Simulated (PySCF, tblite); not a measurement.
Isomers of C3H12NSi2 (doublet state), one GFN2-xTB conformer each. Single-point energies are computed at B3LYP/pcH-1 (PySCF, gas phase, no added dispersion term), electronic only. GFN2-xTB treats the open shell by occupation alone, and not every SCF solution was tested for stability.

| SMILES | GFN2-xTB relative energy (kJ/mol) |
| --- | --- |
| CCN(C)[SiH][SiH3] | 77.9 |
| C[C](C)N([SiH3])[SiH3] | 0.0 |

Conformers: `[CH3:1][CH2:2][N:3]([CH3:4])[SiH:5][SiH3:6]` (doublet state) with C1–C2–N3–C4 80°, C2–N3–Si5–Si6 107°.

What does B3LYP/pcH-1 give for the same structures?

```csv
SMILES,B3LYP/pcH-1 E (Eh),B3LYP/pcH-1 (kJ/mol),GFN2-xTB (kJ/mol),point group
C[C](C)N([SiH3])[SiH3],-755.29402,0.0,0.0,C2
CCN(C)[SiH][SiH3],-755.28173,32.3,77.9,C1
```

Both levels put the same isomer lowest. As drawn, the higher has an Si–Si bond, which the lower lacks.

What happens when harmonic zero-point energies from GFN2-xTB frequencies are added?

| SMILES | ZPE (kJ/mol) | electronic (kJ/mol) | with ZPE (kJ/mol) |
| --- | --- | --- | --- |
| C[C](C)N([SiH3])[SiH3] | 347.3 | 0.0 | 0.0 |
| CCN(C)[SiH][SiH3] | 367.7 | 32.3 | 52.7 |

The zero-point energies span 20.4 kJ/mol. The order is unchanged.
